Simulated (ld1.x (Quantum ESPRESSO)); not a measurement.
What the settings do to the TM potential of zinc

Base potential:

* Element: Zn
* Generator: ld1.x (Quantum ESPRESSO) 7.5
* Type: norm-conserving Troullier–Martins (Kleinman–Bylander form)
* Functional: LDA (PZ)
* Relativity: scalar-relativistic
* Frozen core: [Ne]
* Valence charge: 20
* Reference configuration: 3s2 3p6 3d10 4s1 4p1
* Partial waves: 3p (bound): rc 1.15 bohr; 3d (bound): rc 1.20 bohr; 3s (bound): rc 1.00 bohr
* Local potential: the s channel
* Core correction: Bessel-smoothed model core inside 0.75 bohr

Occupied shells without a wave of their own: 4p, 4s. They enter only through the test configuration that unscreens the potential, and ld1.x also counts them in the model core charge.

Cutoffs, loose and tight: the cutoffs (Ry, on a coarse ladder) from which the occupation-weighted sum of valence levels, in a spherical-Bessel basis at the reference potential, stays within 10 and 1 mRy of its value at 400 Ry. They do not see the model core or the augmentation charge, which bear on the density cutoff. Test errors are all-electron minus pseudo excitation energies from the reference, over the configurations 3s2 3p6 3d10 4s2 4p0; 3s2 3p6 3d10 4s1 4p0; 3s2 3p6 3d10 4s0 4p0; 3s2 3p6 3d8 4s0 4p0; 3s2 3p6 3d10 4s0 4p2; 3s2 3p6 3d10 4s1.5 4p0; 3s2 3p5 3d10 4s2 4p0 (two spin-polarised tests are not counted in the largest error). A dash means not determined; rows that change the core or the reference have their own tests. The largest error is taken over the tests solved by every variant that gives reliable tests at all: 3s2 3p5 3d10 4s2 4p0; 3s2 3p6 3d10 4s0 4p2; 3s2 3p6 3d10 4s1 4p0; 3s2 3p6 3d10 4s1.5 4p0; 3s2 3p6 3d10 4s2 4p0.

With those shells counted twice in exchange and correlation these files are broken, and their errors move erratically; no question is asked of them.

| change | outcome | cutoff, loose | cutoff, tight | bound ghosts | largest test error (meV) |
| --- | --- | --- | --- | --- | --- |
| base | generated, misses its reference levels by 0.68 eV | 180 Ry | over 300 Ry | none | +700 |
| all radii but the core radius scaled by about 0.75 (s 0.76, p 0.86, d 0.90 bohr) | generated | 300 Ry | over 300 Ry | none | -209 |
| all radii but the core radius scaled by about 0.84 (s 0.84, p 0.96, d 1.00 bohr) | generated, misses its reference levels by 0.23 eV | 230 Ry | over 300 Ry | none | -234 |
| all radii but the core radius scaled by about 0.92 (s 0.92, p 1.06, d 1.10 bohr) | generated, misses its reference levels by 0.43 eV | 200 Ry | over 300 Ry | none | -427 |
| all radii but the core radius scaled by about 1.04 (s 1.04, p 1.20, d 1.24 bohr) | generated, misses its reference levels by 0.89 eV | 180 Ry | 300 Ry | none | +946 |
| all radii but the core radius scaled by about 1.09 (s 1.10, p 1.26, d 1.30 bohr) | generated, misses its reference levels by 1.14 eV | 160 Ry | 300 Ry | none | +1246 |
| all radii but the core radius scaled by about 1.22 (s 1.22, p 1.40, d 1.48 bohr) | generated, misses its reference levels by 1.74 eV | 140 Ry | 230 Ry | none | +1974 |
| all radii but the core radius scaled by about 1.27 (s 1.26, p 1.46, d 1.52 bohr) | generated, misses its reference levels by 1.91 eV | 140 Ry | 230 Ry | none | +2172 |
| all radii but the core radius scaled by about 1.37 (s 1.36, p 1.58, d 1.64 bohr) | generated, misses its reference levels by 2.40 eV | 120 Ry | 200 Ry | none | +2751 |

Reading the sweep of the scale of all radii but the core radius (base = 1) (base included, trends over the rows without a ghost): The loose cutoff falls from 300 Ry at 0.75 to 120 Ry at 1.37. A larger radius leaves more room for a smooth pseudo-wave, so fewer plane waves are needed; a smaller one forces it to follow the all-electron wave where it bends sharply. The median size of the test errors (rows with all tests solved) rises from 130.0 meV at 0.75 to 2417.0 meV at 1.37. More of the atom is replaced by a form fitted at one configuration, so other configurations suffer as the radius grows.
